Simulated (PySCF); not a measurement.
C₂H₇Si, SMILES C[SiH]C, multiplicity 2.

Geometry optimised at PBE-D3(BJ)/def2-SVP. The isomer is the one that the SMILES or the coordinates give; other isomers of the formula were not compared.

The numbers are results of PBE-D3(BJ)/def2-SVP (PySCF), not measurements.

Frequencies are harmonic and unscaled.

```json
[
 {"mode": "1", "ν (cm⁻¹)": "137", "IR (km/mol)": "0.0", "moving atoms (share of kinetic energy)": "H 98 %"},
 {"mode": "2", "ν (cm⁻¹)": "149", "IR (km/mol)": "0.0", "moving atoms (share of kinetic energy)": "H 89 %"},
 {"mode": "3", "ν (cm⁻¹)": "193", "IR (km/mol)": "0.2", "moving atoms (share of kinetic energy)": "C 41 %, H 37 %, Si 22 %"},
 {"mode": "4", "ν (cm⁻¹)": "478", "IR (km/mol)": "4.8", "moving atoms (share of kinetic energy)": "H 96 %"},
 {"mode": "5", "ν (cm⁻¹)": "584", "IR (km/mol)": "4.6", "moving atoms (share of kinetic energy)": "H 95 %"},
 {"mode": "6", "ν (cm⁻¹)": "626", "IR (km/mol)": "4.5", "moving atoms (share of kinetic energy)": "C 60 %, H 21 %, Si 19 %"},
 {"mode": "7", "ν (cm⁻¹)": "658", "IR (km/mol)": "2.4", "moving atoms (share of kinetic energy)": "H 78 %, C 19 %"},
 {"mode": "8", "ν (cm⁻¹)": "711", "IR (km/mol)": "26.1", "moving atoms (share of kinetic energy)": "C 40 %, Si 33 %, H 27 %"},
 {"mode": "9", "ν (cm⁻¹)": "825", "IR (km/mol)": "63.8", "moving atoms (share of kinetic energy)": "H 69 %, C 21 %, Si 11 %"},
 {"mode": "10", "ν (cm⁻¹)": "834", "IR (km/mol)": "43.5", "moving atoms (share of kinetic energy)": "H 71 %, C 21 %, Si 8 %"},
 {"mode": "11", "ν (cm⁻¹)": "865", "IR (km/mol)": "100.2", "moving atoms (share of kinetic energy)": "H 80 %, C 12 %"},
 {"mode": "12", "ν (cm⁻¹)": "1200", "IR (km/mol)": "13.1", "moving atoms (share of kinetic energy)": "H 79 %, C 21 %"},
 {"mode": "13", "ν (cm⁻¹)": "1208", "IR (km/mol)": "4.4", "moving atoms (share of kinetic energy)": "H 81 %, C 19 %"},
 {"mode": "14", "ν (cm⁻¹)": "1371", "IR (km/mol)": "1.0", "moving atoms (share of kinetic energy)": "H 96 %"},
 {"mode": "15", "ν (cm⁻¹)": "1375", "IR (km/mol)": "4.9", "moving atoms (share of kinetic energy)": "H 95 %"},
 {"mode": "16", "ν (cm⁻¹)": "1380", "IR (km/mol)": "5.5", "moving atoms (share of kinetic energy)": "H 96 %"},
 {"mode": "17", "ν (cm⁻¹)": "1387", "IR (km/mol)": "9.0", "moving atoms (share of kinetic energy)": "H 96 %"},
 {"mode": "18", "ν (cm⁻¹)": "2106", "IR (km/mol)": "138.1", "moving atoms (share of kinetic energy)": "H 97 %"},
 {"mode": "19", "ν (cm⁻¹)": "2961", "IR (km/mol)": "5.3", "moving atoms (share of kinetic energy)": "H 97 %"},
 {"mode": "20", "ν (cm⁻¹)": "2961", "IR (km/mol)": "5.3", "moving atoms (share of kinetic energy)": "H 97 %"},
 {"mode": "21", "ν (cm⁻¹)": "3055", "IR (km/mol)": "5.6", "moving atoms (share of kinetic energy)": "H 91 %, C 9 %"},
 {"mode": "22", "ν (cm⁻¹)": "3055", "IR (km/mol)": "0.8", "moving atoms (share of kinetic energy)": "H 91 %, C 9 %"},
 {"mode": "23", "ν (cm⁻¹)": "3081", "IR (km/mol)": "4.2", "moving atoms (share of kinetic energy)": "H 91 %, C 9 %"},
 {"mode": "24", "ν (cm⁻¹)": "3081", "IR (km/mol)": "1.6", "moving atoms (share of kinetic energy)": "H 91 %, C 9 %"}
]
```
